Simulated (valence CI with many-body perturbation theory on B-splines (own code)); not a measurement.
## How close is CI+MBPT for Ag6+?

Level of theory: configuration interaction combined with many-body perturbation theory (CI+MBPT): five valence electrons over a frozen Dirac-Fock core [Kr], radial functions for each j: 7 s, 7 p, 8 d, 6 f, 4 g, 1 h, with the one-electron correlation potential Σ1, the two-electron term Σ2, the three-electron term Σ3, Breit, model QED; selected CI, second order for the rest, scaled by the run's own slope (own B-spline code, finite nucleus).

Against 33 measured levels this calculation errs by 362 cm⁻¹ on average and by 1022 at most. These come from a selection out of Gamrath, thesis, University of Mons (2023). Levels without a partner in it may be off by more, other configurations by 1,000 to 8,000 cm⁻¹. Among the levels kept, up to 1600 cm⁻¹ of a level comes from second order outside the variational space, and about a tenth of that is noise between levels of different J, which matters for small intervals. Only levels of the ground parity were solved; by the run's estimate the other parity begins above the list, which can be wrong where configurations are misplaced.

Measured levels: measured levels as listed in Gamrath, thesis, University of Mons (2023). Pairs share parity and J, and are chosen by configuration, term and nearness in energy; levels without a clear partner are left out. Energies in cm⁻¹ above the measured ground level. The last column is blank where CI alone has no clear partner.

Names give the largest LS component (configuration and term), which can be under half, so a name can repeat, a term be missing and a line seem to break the LS rules; names also repeat where a configuration has a term twice. Letters in brackets count levels of one name in rising energy.

```
Computed label  Label in the source  Measured  Computed  Difference  CI alone, difference
    4d5 6S_5/2               4d5 6S         0       0.0           0                     0
    4d5 4G_5/2               4d5 4G     29390   29159.4        -231                 +2397
    4d5 4G_7/2               4d5 4G     30378   30068.5        -309                 +2471
   4d5 4G_11/2               4d5 4G     30662   30356.0        -306                 +2543
    4d5 4G_9/2               4d5 4G     30907   30570.0        -337                 +2453
    4d5 4P_5/2                  4d5     32005   32411.5        +407                 +1543
    4d5 4P_3/2               4d5 4P     32994   33446.5        +452                 +1286
    4d5 4P_1/2               4d5 4P     34605   35081.1        +476                  +881
    4d5 4D_7/2               4d5 4D     36485   36713.0        +228                 +2415
    4d5 4D_1/2               4d5 4D     38685   39003.3        +318                 +1719
    4d5 4D_5/2               4d5 4D     39299   39627.9        +329                 +1532
    4d5 4D_3/2               4d5 4D     39788   40119.4        +331                 +1333
   4d5 2I_11/2               4d5 2I     44011   43065.3        -946                 +3899
   4d5 2I_13/2               4d5 2I     45546   44523.8       -1022                 +3939
4d5 2D_5/2 [a]                  4d5     47119   47531.4        +412                 +1354
4d5 2D_3/2 [a]                  4d5     48086   48467.7        +382                 +1713
    4d5 4F_7/2                  4d5     48712   48997.8        +286                 +2767
    4d5 4F_9/2               4d5 4F     49104   49169.0         +65                 +2724
    4d5 4F_5/2               4d5 4F     51049   51208.2        +159                 +2072
4d5 2F_7/2 [a]               4d5 2F     53353   53498.0        +145                 +1348
    4d5 4F_3/2               4d5 4F     53796   54067.5        +272                 +1692
    4d5 2H_9/2               4d5 2H     53797   53618.2        -179                 +2622
4d5 2G_7/2 [a]               4d5 2G     55773   55838.8         +66                 +3581
4d5 2F_5/2 [a]                  4d5     57413   57597.0        +184                 +1382
   4d5 2H_11/2               4d5 2H     57962   57466.0        -496                 +2307
4d5 2G_9/2 [a]                  4d5     59223   58999.2        -224                 +2808
4d5 2F_7/2 [b]               4d5 2F     59792   59945.0        +153                 +3102
4d5 2F_5/2 [b]                  4d5     59954   60409.3        +455                 +3199
4d5 2D_3/2 [b]                  4d5     71517   72174.9        +658                 +2907
4d5 2D_5/2 [b]               4d5 2D     72934   73492.7        +559                 +2671
4d5 2G_9/2 [b]               4d5 2G     79131   79175.1         +44                 +4116
4d5 2G_7/2 [b]               4d5 2G     79705   79687.5         -17                 +3932
4d5 2D_5/2 [c]               4d5 2D    103996  104768.0        +772                 +3098
4d5 2D_3/2 [c]                  4d5    104821  105545.6        +725                 +2992
```

Over 33 excited levels the mean absolute difference is 362 cm⁻¹, the median 318 and the largest 1022. For the 33 levels that pair on every rung the mean is CI alone 2448, + Σ1 2916, + Σ2 1410, + Σ3 376, + Breit 358, + QED 362. The comparison draws on a selection of the measured levels: 34 of the 56 computed ones have a partner in it, and others may be off by more.
